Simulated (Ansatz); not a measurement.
Reaction (redistribution): `CB[BH][GaH2]` + `[CH3][GeH2][Cl]` → `C[BH][GeH2][Cl]` + `C[BH][GaH2]`

Gas-phase electronic energies from Ansatz, PBE0-D4/def2-TZVP geometries. CBS: MP2 limit from def2 TZ/QZ plus the TZ coupled-cluster correction, frozen cores. Functionals use def2-TZVPP. B3LYP here is the variant with VWN-RPA as its local correlation; programs differ in this. For Ga, Ge outer-core shells are correlated without core-valence functions, which leaves a few kJ/mol of doubt a bond. Scalar relativity is left out up to krypton. Each species was taken in one conformer, which may not be the lowest.

`CB[BH][GaH2]`:

Cartesian coordinates in Å:
```
C 1.442 1.240 0.179
B 0.288 0.623 -0.682
B -1.148 0.059 -0.197
Ga -1.353 -1.918 0.393
H 1.236 1.357 1.243
H 2.349 0.633 0.063
H 1.707 2.221 -0.235
H 0.509 0.482 -1.864
H -2.163 0.702 -0.184
H -1.189 -2.325 1.907
H -1.678 -3.075 -0.623
```

`[CH3][GeH2][Cl]`:

Z-matrix (Å, degrees):
```
C
Ge 1 1.940
H 1 1.090 2 109.8
H 1 1.090 2 109.8 3 120.0
H 1 1.092 2 109.9 3 -120.0
Cl 2 2.165 1 107.5 3 -59.9
H 2 1.536 1 112.8 3 56.8
H 2 1.536 1 112.8 3 -176.6
```

`C[BH][GeH2][Cl]`:

```xyz
10

C    -0.179    1.395   -0.700
B     0.462    0.544    0.413
Ge    0.134   -1.488    0.571
Cl   -1.088   -2.151   -1.105
H    -1.120    1.739   -0.231
H     0.370    2.304   -0.955
H    -0.476    0.851   -1.598
H     1.126    1.049    1.275
H    -0.647   -1.907    1.831
H     1.418   -2.337    0.498
```

`C[BH][GaH2]`:

Z-matrix (Å, degrees):
```
C
B 1 1.556
H 1 1.104 2 103.4
H 1 1.094 2 113.6 3 113.2
H 1 1.091 2 117.2 3 -117.0
Ga 2 2.078 1 126.0 3 99.5
H 2 1.205 1 116.3 3 -77.0
H 6 1.579 2 122.9 1 -86.4
H 6 1.579 2 122.6 1 94.6
```

```json
{"level": "B3LYP-D4", "ΔE (kcal/mol)": "2.8"}
{"level": "ωB97X-V", "ΔE (kcal/mol)": "2.3"}
{"level": "ωB97M-V", "ΔE (kcal/mol)": "2.1"}
{"level": "PBE", "ΔE (kcal/mol)": "3.6"}
{"level": "MP2/def2-TZVPP", "ΔE (kcal/mol)": "2.7"}
{"level": "CCSD/def2-TZVPP", "ΔE (kcal/mol)": "2.5"}
{"level": "CCSD(T)/def2-TZVPP", "ΔE (kcal/mol)": "2.6"}
{"level": "HF/def2-QZVPP", "ΔE (kcal/mol)": "2.2"}
```

Q: What does CCSD(T)/CBS give? (An estimate is asked.)

A: The calculation gave: +2.2 kcal/mol. The listed levels differ from it by 0.6, 0.1, -0.1, 1.4, 0.5, 0.3, 0.4, 0.0 kcal/mol.

Largest T1 diagnostic among the species: 0.014.

CCSD(T)/CBS has its own doubt, a few kJ/mol and more with outer-core shells, so smaller differences from it don't rank the levels.
